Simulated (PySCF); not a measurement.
**From computed data to an observable: chemical shift, span and skew from a shielding tensor**

C4H6OSe, SMILES C1CC(=O)[C@H]1[SeH]. Atoms are numbered in the order given.

```xyz
12

O     -0.6098     2.3581     0.0377
C     -0.9523     1.2115     0.0073
C     -2.0973     0.4108     0.6406
C     -1.6695    -0.8052    -0.2317
C     -0.4255    -0.0215    -0.7400
Se     1.2645    -0.6676     0.0615
H     -1.9623     0.2741     1.7252
H     -3.0994     0.8307     0.4633
H     -2.3762    -1.0332    -1.0420
H     -1.4557    -1.7313     0.3191
H     -0.3002     0.0876    -1.8268
H      1.9477     0.6329    -0.0889
```

Coordinates come from a B3LYP-D3(BJ)/def2-SVP optimisation. The structure was generated by enumeration; whether it is a known compound was not checked. The values are those of a single conformer.

GIAO shieldings from PySCF with KT2/pcSseg-1, non-relativistic, no solvent. The symmetric part of the tensor of C4 has the principal values 140.0, 166.4, 180.2 ppm. The same nucleus in TMS has σ = 185.1 ppm at this level (PySCF, at its B3LYP-D3(BJ)/def2-TZVP geometry).

Question: Work out the isotropic shielding, the ¹³C shift against TMS, the span and the skew.

Answer: 
σ(iso) = (σ11 + σ22 + σ33)/3 = 162.2 ppm. δ = σ(ref) − σ(iso) = 185.1 − (162.2) = 22.9 ppm.
Span Ω = σ33 − σ11 = 40.2 ppm. Skew κ = 3(σ(iso) − σ22)/Ω = -0.31. Tumbling in solution averages the tensor to δ; in a static solid the shielding alone would spread this spin-1/2 line over Ω.
